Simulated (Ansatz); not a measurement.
Z-matrix (Å, degrees):
```
Si
H 1 1.4817
C 1 1.8774 2 117.56
C 3 1.3601 1 106.98 2 122.33
H 4 1.0967 3 122.77 1 179.47
C 3 1.4631 4 124.50 5 -0.24
O 6 1.2130 3 123.74 4 -178.91
H 6 1.1219 7 120.96 3 -179.85
C 4 1.4786 5 120.27 3 179.92
C 9 1.3551 4 116.71 5 -179.82
H 10 1.0916 9 122.26 4 179.46
H 9 1.0949 10 123.66 11 -0.25
C 1 1.9340 2 107.32 10 124.07
F 13 1.3436 1 112.73 2 56.56
F 13 1.3491 14 107.49 1 -123.38
F 13 1.3538 14 107.33 15 -114.95
```
Charge 0, spin multiplicity 1.

The numbers are results of Ansatz (a program for electronic structure) with frozen-core CCSD(T)/cc-pVDZ // B3LYP-D3(BJ)/def2-SVP, not measurements. The restricted HF reference is unstable towards unrestricted orbitals.

```yaml
HF energy: -892.23141 Ha
MP2 correlation energy: -1.59657 Ha
```

Q: Estimate the CCSD correlation energy, the (T) correction, the total energy and the T1 diagnostic.

A: 
| Item | Result |
|---|---|
| CCSD correlation energy | -1.65162 Ha |
| (T) correction | -0.05546 Ha |
| CCSD(T) total energy | -893.93850 Ha |
| T1 diagnostic | 0.015 |
